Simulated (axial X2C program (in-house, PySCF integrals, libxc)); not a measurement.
## Spin–orbit effects along a row: molecules with In, PBE0

All values come from calculations with an in-house all-electron X2C program for linear molecules (integrals from PySCF), spin-free (one-electron X2C) or two-component (2c: spin–orbit coupling with atomic mean-field Coulomb and Gaunt terms, which also bring small scalar terms), in Dyall basis sets with cores contracted in-house; open shells are unrestricted.

Basis sets: C dyall-v3z, F dyall-av3z, In dyall-cv3z, Li dyall-cv3z, N dyall-av3z, O dyall-av3z.

```
molecule   spin-free state  Re (Å)  ωe (cm⁻¹)  De (eV)  2c state  Re 2c (Å)  ωe 2c (cm⁻¹)  De 2c (eV)
    LiIn    M_S = 0, Λ = 0   3.001      267.1     0.88     Ω = 0      2.990         264.7         n/a
     InC  M_S = 3/2, Λ = 0   2.200      475.5     2.97   Ω = 3/2      2.200         475.2         n/a
     InN    M_S = 1, Λ = 0   2.210      445.5     1.91     Ω = 1      2.210         444.9         n/a
     InO  M_S = 1/2, Λ = 0   1.922      587.0     3.48   Ω = 1/2      1.922         587.2         n/a
     InF    M_S = 0, Λ = 0   1.995      524.5     5.44     Ω = 0      1.995         524.4         n/a
```

Problem. Work out the shifts from the spin-free to the two-component result.

Solution. 

```csv
molecule,2c state,ΔRe (Å),Δωe (cm⁻¹),ΔDe (eV)
LiIn,Ω = 0,-0.011,-2.4,n/a
InC,Ω = 3/2,0.000,-0.3,n/a
InN,Ω = 1,0.000,-0.6,n/a
InO,Ω = 1/2,0.000,0.2,n/a
InF,Ω = 0,0.000,-0.1,n/a
```

Shifts of one unit in the last digit are rounding.

Each entry is the lowest single determinant of a limited PBE0 search at one distance. De goes to single-determinant-based atoms at the same level (for ions the charge split of lowest energy) and is withheld (n/a) where an atom does not fit its ground term or J level. Main or longest-lived isotopes. One determinant is a doubtful description, or other states lie close, for LiIn, InC, InN, InO; these need not be ground states, and all values refer to the states named. Some open-shell Ω = 0 determinants are out of reach, so the Ω given for InN need not be the lowest component. With several unpaired electrons the Ω given is that of one determinant, not necessarily of the lowest component. The functionals have no current term, which raises determinants with orbital currents.
